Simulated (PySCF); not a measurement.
**State search for CsCa⁺**

Unrestricted PBE0; basis Cs def2-SVP with ECP46, Ca def2-SVP; scalar-relativistic core potentials; PySCF 2.14. Outer shells of the fragments: Cs+ closed shells only; Ca 4s2.

Followed along the bond (rough minima from three points):

```
2Ms+1  unpaired  ⟨S²⟩ at the start  R at minimum (Å)  Te (eV)
    1      none               0.00              4.60     0.00
    3  σ ↑, π ↑               2.00              4.14     1.62
    3      σ ↑↑               2.00  none in the scan   ≤ 1.24
```

Solutions found at the starting distance of 3.895 Å, counted from the lowest of them; the search is not exhaustive and high or unbound solutions are not listed, so other states can lie among these:

| 2Ms+1 | unpaired | term | E (eV) | ⟨S²⟩ | ⟨Lz²⟩ | μ (D) |
| --- | --- | --- | --- | --- | --- | --- |
| 1 | none | ¹Σ⁺ | 0.00 | 0.00 | 0.00 | 1.33 |
| 3 | σ ↑↑ | ³Σ⁺ | 1.44 | 2.00 | 0.00 | 2.52 |
| 3 | σ ↑, π ↑ | ³Π | 1.47 | 2.00 | 1.00 | 3.65 |
| 1 | σ ↑, π ↓ | mixed | 1.92 | 1.00 | 1.02 | 2.95 |
| 3 | σ ↑, δ ↑ | ³Δ | 2.11 | 2.00 | 4.00 | 1.27 |
| 1 | σ ↑, δ ↓ | mixed | 2.34 | 1.00 | 4.00 | 2.07 |

A term symbol is given only where ⟨S²⟩ and ⟨Lz²⟩ are close to those of a pure state; real π, δ and φ orbitals otherwise mix terms. A positive dipole points towards Ca; it is taken about the centre of mass and depends on that origin.

Spin–orbit coupling is left out. Counting both spins, an empty level lies below a filled one in some of these solutions, because spin and occupation are held.
